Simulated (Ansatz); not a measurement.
Frontier orbitals of C2H8N2Sn, SMILES `C[N](C)[Sn][NH2]`.

Charge 0, multiplicity 1. Correlated methods include outer-core shells of Sn, which these sets cover unevenly. Sn: def2 effective core potential. The structure was optimised at the PBE0-D4/def2-TZVP level. It is one conformer, not always the lowest. Basis def2-TZVPP, the Gaussian-basis code of Ansatz.

Orbital energies of one run (eV). Highest occupied ones, from the top: -4.70, -5.72, -5.87, -7.74, -8.71, -9.20, -10.15, -10.76, -10.77, -11.42, -12.06, -14.81, -17.30, -20.00. Empty: -1.76, -0.43, 0.31, 0.83, 1.56, 1.81.

Question: Which functional gave them?
A. revPBE
B. r2SCAN0
C. LC-ωPBE
D. PBE0

Answer: A. HOMO energies: revPBE -4.70, r2SCAN0 -6.11, LC-ωPBE -8.58, PBE0 -5.95 eV.

LC-ωPBE has ω = 0.4 bohr⁻¹.
